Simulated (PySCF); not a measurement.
Cards and structures have been mixed up. Pair them.

Structures:
1. `C=Cc1pcncc1C`
2. `C=CCN1CC1`
3. `FC(F)(F)CC(F)(F)F`

Card P (geometry GFN2-xTB):
* Rotational constants A, B, C: 2.948, 1.066, 1.050 GHz
* Static isotropic polarisability (wB97X-D/def2-SVPD): 42.4 au
* Strongest line among the 8 lowest singlet transitions (TDDFT wB97X-D/def2-SVPD): S2 at 11.69 eV (106 nm, f = 0.075)
* HOMO energy (wB97X-D/def2-SVPD): -13.35 eV
* Lowest triplet excitation (Tamm–Dancoff) (TDA wB97X-D/def2-SVPD): 10.95 eV

Card Q (geometry GFN2-xTB):
* Rotational constants A, B, C: 10.138, 2.052, 1.915 GHz
* Static isotropic polarisability (PBE0/def2-SVPD): 67.4 au
* 13C chemical shifts (computed TMS as zero) by class (GIAO PBE0/pcSseg-1): 148.0 (1 C), 121.6 (1 C), 68.6 (1 C), 26.6 (2 C) ppm
* Point group: C1
* HOMO energy (PBE0/def2-SVPD): -6.82 eV

Card R (geometry GFN2-xTB):
- Rotational constants A, B, C: 1.989, 1.458, 0.846 GHz
- Static isotropic polarisability (PBE0/def2-SVPD): 115.8 au
- Strongest line among the 8 lowest singlet transitions (TDDFT PBE0/def2-SVPD): S6 at 5.39 eV (230 nm, f = 0.435)
- Lowest triplet excitation (Tamm–Dancoff) (TDA PBE0/def2-SVPD): 2.59 eV
- 13C chemical shifts (computed TMS as zero) by class (GIAO PBE0/pcSseg-1): 188.6 (1 C), 183.2 (1 C), 156.9 (1 C), 142.0 (1 C), 133.9 (1 C), 125.5 (1 C), 21.8 (1 C) ppm
- Isotropic shieldings of nuclei other than C and H, by class (GIAO PBE0/pcSseg-1): -109 (1 N), 123 (1 P) ppm

All species are isolated and taken at one optimised geometry, non-relativistic unless stated. Electronic properties by PySCF. NMR classes are plain means over equivalent atoms (diastereotopic ones count apart unless rotation or inversion swaps them), as if these changed places fast.

Task: Which card belongs to which structure?

Result: P = 3, Q = 2, R = 1. What ties each card to its structure:
- 1 (card R), C7H8NP, monoisotopic mass 137.0 u, 9 heavy atoms: 7 C in 7 classes; the least shielded carbon (188.6 ppm) is an aromatic CH next to a ring nitrogen; an asymmetric top with C = 0.846 GHz, the lowest such constant on the cards; polarisability 115.8 au for 72 electrons.
- 2 (card Q), C5H9N, monoisotopic mass 83.1 u, 6 heavy atoms: 5 C in 4 classes; point group C1; the least shielded carbon (148.0 ppm) is an alkene CH carbon; an asymmetric top with C = 1.915 GHz, the highest such constant on the cards; polarisability 67.4 au for 46 electrons.
- 3 (card P), C3H2F6, monoisotopic mass 152.0 u, 9 heavy atoms: an asymmetric top with C = 1.050 GHz; polarisability 42.4 au for 74 electrons.
